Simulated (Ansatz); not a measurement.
The cluster Sn3O9H6. The state is a singlet with charge 0. Geometry r2SCAN-D4/def2-SVP, loosely relaxed.

Cartesian coordinates in Å:
```
Sn 0.911 -0.599 -0.966
Sn -1.973 0.860 0.367
Sn 1.947 1.395 0.895
O 1.605 -1.591 1.516
O -2.643 -0.688 -1.715
O -0.774 1.110 -1.372
O 1.551 -2.238 0.198
O -0.323 -0.024 2.653
O -0.121 0.899 1.552
O -1.086 -1.147 -0.073
O -1.896 -1.749 -1.087
O 0.897 2.763 -0.275
H -1.945 -0.187 -2.209
H 2.263 -2.146 1.967
H 0.140 -0.828 2.309
H -0.211 1.924 -1.252
H 0.631 -1.447 -2.464
H 1.029 3.693 -0.044
```

In the def2 sets Sn takes a core potential; there is no spin–orbit coupling. The structure holds 4 bonds between oxygen atoms, so isomers without such links may lie far lower. The geometry of the charge 0 singlet is only loosely relaxed. Another isomer (singlet) lies 0.72 eV lower at PBE0-D4/def2-TZVP; other spin states weren't run for this one.

**Question.** Estimate the orbital energies around the gap (eV) in Ansatz with PBE-D4/def2-TZVP, r2SCAN-D4/def2-TZVP, PBE0-D4/def2-TZVP.

**Answer.** 
```tsv
orbital	PBE-D4/def2-TZVP	r2SCAN-D4/def2-TZVP	PBE0-D4/def2-TZVP
HOMO−9	-7.83	-8.22	-9.46
HOMO−8	-7.39	-7.77	-9.04
HOMO−7	-7.30	-7.69	-8.95
HOMO−6	-7.11	-7.44	-8.58
HOMO−5	-6.84	-7.19	-8.33
HOMO−4	-6.70	-7.05	-8.19
HOMO−3	-6.28	-6.66	-7.94
HOMO−2	-5.90	-6.27	-7.42
HOMO−1	-5.71	-6.02	-7.19
HOMO	-5.04	-5.33	-6.24
LUMO	-2.34	-2.19	-1.59
LUMO+1	-2.24	-2.06	-1.50
LUMO+2	-1.89	-1.75	-1.17
LUMO+3	-1.72	-1.45	-0.55
LUMO+4	-1.40	-1.12	-0.46
LUMO+5	-1.25	-0.99	-0.21
```
